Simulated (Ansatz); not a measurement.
Correlation energies of `Cl[SiH](Cl)C[CH2][GeH3]` by basis set

```xyz
14

Cl    2.707   -0.030   -2.534
Si    1.338   -0.625   -1.131
Cl    2.253   -1.867    0.219
C     0.686    0.880   -0.255
C    -0.168    0.616    0.986
Ge   -1.856   -0.337    0.658
H     0.310   -1.421   -1.831
H     1.562    1.488    0.002
H     0.130    1.457   -1.004
H    -0.429    1.564    1.465
H     0.397    0.040    1.723
H    -2.708   -0.336    1.938
H    -1.588   -1.792    0.236
H    -2.633    0.364   -0.472
```

Total charge 0; spin multiplicity 1. Correlated methods include outer-core shells of Ge, which these sets cover unevenly. Scalar relativity is left out up to krypton. Geometry: relaxed with PBE0-D4/def2-TZVP. It is one conformer, not always the lowest. Frozen core, restricted reference, the Gaussian-basis code of Ansatz.

```csv
basis,HF (Eh),MP2 corr.
def2-SVP,-3363.09555,-0.88393
def2-TZVPP,-3363.86782,-1.11452
def2-QZVPP,-3363.94794,-1.44959
```

**Question.** Estimate the CCSD correlation energy and the (T) correction in each basis where they were run (hartree).

**Answer.** 
```json
{"basis": "def2-SVP", "CCSD corr.": "-0.95163", "(T)": "-0.02598"}
{"basis": "def2-TZVPP", "CCSD corr.": "-1.18606", "(T)": "-0.04828"}
```
